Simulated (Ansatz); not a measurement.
Basis-set extrapolation for C$_{7}$H$_{12}$ (`CC1=C(C)CCC1`) (PBE0-D4/def2-TZVP geometry, frozen core, Ansatz 0.2.0). Multiplicity 1, RHF reference.

|  | def2-TZVPP | def2-QZVPP |
| --- | --- | --- |
| HF | -272.154522 | -272.166737 |
| MP2 correlation | -1.183774 | -1.256918 |
| CCSD(T) correlation | -1.298899 | not run |

Energies in hartree. Use E(X) = E(∞) + A·exp(−7.88·√X) for Hartree–Fock and E(X) = E(∞) + B·X^(−2.97) for correlation, with X = 3 and 4, and add CCSD(T) minus MP2 of the smaller set to the MP2 limit.

**Question.** What is the CCSD(T) energy at the basis-set limit?

**Answer.** HF limit: -272.166737 + (-0.012215) × 0.13774 = -272.16842. MP2 limit: -1.256918 + (-0.073144) × 0.74074 = -1.31110. Higher-order term: -1.298899 − (-1.183774) = -0.11512. Total: -273.59464 hartree, 88.6 kcal/mol below CCSD(T)/def2-TZVPP.
